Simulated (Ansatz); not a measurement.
Relaxation of TiSi₅⁺ with UKS r2SCAN-D4/def2-SVP.

```sh
$ ansatz run in.yaml --threads 4 --pin off --events-out ev --progress --plain --max-ram 4787MiB
```

```yaml
crystal:
  periodic: [false, false, false]
  atoms:
    - {symbol: Ti, position_ang: [-0.306596, -0.786499, 2.341897]}
    - {symbol: Si, position_ang: [1.857604, 0.013666, 1.303718]}
    - {symbol: Si, position_ang: [3.131268, -1.886353, 0.557412]}
    - {symbol: Si, position_ang: [-0.210980, 0.239329, 0.142549]}
    - {symbol: Si, position_ang: [1.704092, -2.056137, 2.565363]}
    - {symbol: Si, position_ang: [0.734012, -1.939206, 0.342061]}
basis:
  gaussian: {orbitals: def2-SVP}
total_charge: 1
magnetization: {spin_polarized: true, initial_magnetization: 1}
hamiltonian: {xc: r2scan, dispersion: d4}
scf: {lower_state_search: "off"}
output: {orbitals: {seedname: orbitals}}
relax: {f_tol: 0.02, max_steps: 100}
```

Hardware: 4 threads of Arm Neoverse V1 on a shared host. Wall time 39 s.

Positions (Å) and forces (eV/Å) at steps 1, 2, 3, 4, 5 of 5:

```xyz
6
step=1 energy=-62475.1529 eV
Ti   -0.307   -0.786    2.342   -0.071   -0.119    0.314
Si    1.858    0.014    1.304   -0.001    0.511    0.181
Si    3.131   -1.886    0.557   -0.221    0.053    0.140
Si   -0.211    0.239    0.143    0.327    0.031   -0.449
Si    1.704   -2.056    2.565    0.403   -0.232    0.007
Si    0.734   -1.939    0.342   -0.437   -0.244   -0.192
6
step=2 energy=-62475.2215 eV
Ti   -0.297   -0.798    2.352   -0.126    0.004    0.134
Si    1.849    0.040    1.333   -0.056    0.168    0.078
Si    3.093   -1.864    0.554   -0.022   -0.004    0.027
Si   -0.166    0.235    0.099    0.141    0.020   -0.205
Si    1.731   -2.071    2.565    0.243   -0.136   -0.006
Si    0.699   -1.958    0.349   -0.181   -0.051   -0.029
6
step=3 energy=-62475.2403 eV
Ti   -0.305   -0.800    2.364    0.076   -0.035   -0.018
Si    1.834    0.053    1.359   -0.041   -0.002    0.052
Si    3.075   -1.849    0.544    0.039    0.003   -0.052
Si   -0.131    0.236    0.057    0.035   -0.009   -0.020
Si    1.765   -2.089    2.564   -0.069    0.047   -0.015
Si    0.672   -1.966    0.365   -0.040   -0.004    0.052
6
step=4 energy=-62475.2418 eV
Ti   -0.301   -0.802    2.364   -0.044    0.023    0.006
Si    1.830    0.055    1.371    0.006   -0.024    0.008
Si    3.071   -1.842    0.535    0.023    0.001   -0.029
Si   -0.118    0.233    0.047   -0.012    0.012   -0.009
Si    1.764   -2.088    2.563    0.010   -0.009    0.006
Si    0.664   -1.971    0.373    0.018   -0.003    0.019
6
step=5 energy=-62475.2421 eV
Ti   -0.305   -0.800    2.364   -0.005    0.007   -0.009
Si    1.829    0.052    1.374    0.002   -0.006    0.004
Si    3.072   -1.840    0.530    0.002    0.003   -0.008
Si   -0.116    0.233    0.045   -0.006    0.004    0.000
Si    1.765   -2.089    2.563    0.003   -0.004    0.006
Si    0.664   -1.972    0.377    0.004   -0.003    0.006
```

The relaxation made no stability test and no search for a lower SCF solution. No other spin state of charge 1 was run. The structure comes from a short search, and lower isomers may exist.
